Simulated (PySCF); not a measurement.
C3H10OSi2, SMILES C=C[C@H]([SiH3])[SiH2]O. Geometry optimised at PBE0-D3(BJ)/def2-SVP. The structure was generated by enumeration; whether it is a known compound was not checked. The values are those of a single conformer.

Problem. Give the equilibrium geometry at PBE0-D3(BJ)/def2-SVP (PySCF confirms it by a frequency run) as a Z-matrix. (The exact figures need the calculation; the answer reports its results.)

Solution. Several could match; the one computed here: 
```
C
H 1 1.1066
C 1 1.4950 2 110.12
C 3 1.3362 1 126.31 2 2.03
H 4 1.0926 3 121.21 1 -179.84
H 4 1.0947 5 117.25 3 179.96
H 3 1.0995 4 117.85 5 0.56
Si 1 1.8896 2 106.20 3 -122.45
O 8 1.6700 1 111.09 2 -159.65
H 9 0.9610 8 117.50 1 -71.03
H 8 1.4885 9 105.52 10 170.65
H 8 1.4969 11 110.60 9 120.20
Si 1 1.8992 2 106.87 3 119.96
H 13 1.4936 1 109.79 2 -169.19
H 13 1.4947 14 108.52 1 -119.91
H 13 1.4947 14 109.26 15 -118.76
```
Charge 0, spin multiplicity 1.
